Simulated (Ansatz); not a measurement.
Calculated with Ansatz (gas phase, PBE0-D4/def2-TZVP geometries, no zero-point term in ΔE). CBS: MP2 limit from def2 TZ/QZ plus the TZ coupled-cluster correction, frozen cores. This one scheme is used for every species. Functionals use def2-TZVPP. Each species was taken in one conformer, which may not be the lowest.

Consider the ligand exchange at the Si–F bond: `N[SiH](N)F` + NH₃ → `N[SiH](N)N` + H–F.

```tsv
level	ΔE (kJ/mol)
PBE-D4	94.0
r2SCAN0	101.7
BHLYP	108.0
SCS-MP2/def2-QZVPP	98.6
```

(1) What does CCSD(T)/CBS give? (An estimate is asked.)

Largest T1 diagnostic among the species: 0.010.

Answers

(1) Ansatz gave: +96.1 kJ/mol. The listed levels differ from it by -2.1, 5.6, 11.9, 2.5 kJ/mol.

At CCSD(T), def2-SVP lies +4.8 kJ/mol from the extrapolated value and def2-TZVPP +0.8 kJ/mol. In def2-TZVPP, CCSD(T) changes the Hartree–Fock value by −16.2 kJ/mol (the triples alone add −2.2 kJ/mol) and MP2 by −18.9 kJ/mol.
